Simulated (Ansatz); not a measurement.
CH5BF2OSi, relaxed with RKS PBE0-D4/def2-TZVP in Ansatz 0.2.0 from a PBE-D4/def2-SVP geometry. The force threshold is 0.005 eV/Å; the program also tests the step.

The species carries charge 0 and has multiplicity 1. The bonds changed during the relaxation, so this is another structure than the one it started from.

Start:

```xyz
11

O    -1.286   -0.963   -1.293
C    -0.058   -0.485   -1.236
F     0.776   -1.363   -1.745
F     1.711    1.241   -0.793
B     0.415    0.812   -0.552
Si    0.244   -0.029    1.390
H    -1.892   -0.275   -0.941
H    -0.486    1.655   -0.472
H     1.029   -1.297    1.604
H     0.752    1.022    2.340
H    -1.207   -0.317    1.698
```

(1) By how much does the energy fall, and how many steps does the optimiser take? (Estimate.)

(2) Which bonds change most? (Best estimate.)

(3) Give the relaxed structure. (Best estimate.)

Results:

(1) The calculation gave: 4.01 kJ/mol, in 9 steps.

(2) Ansatz gave: B5–H8 from 1.237 to 1.213 Å; Si6–H11 from 1.511 to 1.491 Å; Si6–H10 from 1.506 to 1.486 Å; Si6–H9 from 1.507 to 1.488 Å.

(3) Computed: 
```xyz
11

O    -1.260   -0.959   -1.255
C    -0.048   -0.475   -1.195
F     0.788   -1.360   -1.652
F     1.681    1.268   -0.802
B     0.399    0.835   -0.560
Si    0.239   -0.050    1.372
H    -1.881   -0.273   -0.973
H    -0.497    1.648   -0.471
H     0.988   -1.322    1.559
H     0.787    0.982    2.290
H    -1.197   -0.294    1.687
```
